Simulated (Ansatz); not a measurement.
`C[S][Zr]([F])([F])[F]`. Total charge 0; spin multiplicity 1. Zr takes the def2 core potential.

```xyz
9

C     1.2023    0.8853    0.3388
S     1.3340   -0.8797   -0.1208
Zr   -1.0639   -0.9543   -0.3454
F    -1.8383   -0.4567    1.3172
F    -1.5946   -2.6986   -0.8555
F    -1.5868    0.3324   -1.6425
H     1.6106    1.0199    1.3387
H     1.7620    1.4787   -0.3819
H     0.1747    1.2729    0.3514
```

Problem. What are the harmonic wavenumbers in cm⁻¹ at PBE0-D4/def2-TZVP (Ansatz, finite differences of forces, unscaled)? (Estimate.)

Solution. The calculation gave: 63, 95, 96, 128, 140, 163, 165, 171, 414, 661, 669, 680, 707, 955, 985, 1374, 1441, 1486, 3014, 3122, 3176.

Problem. Is this a minimum?

Solution. Yes, all 21 modes are real.

Problem. Give the ideal-gas thermochemistry at 298.15 K and 1 bar (rigid rotor, harmonic oscillator; point group Cs, symmetry number 1).

Solution. Zero-point energy 117.9 kJ/mol; H(298) − E = 144.5 kJ/mol; entropy 408.8 J/(mol·K), of which translation 174.6, rotation 120.5, vibration 113.7; G(298) − E = 22.6 kJ/mol. Modes under 100 cm⁻¹ are hindered rotations or soft bends, so the harmonic entropy is rough.
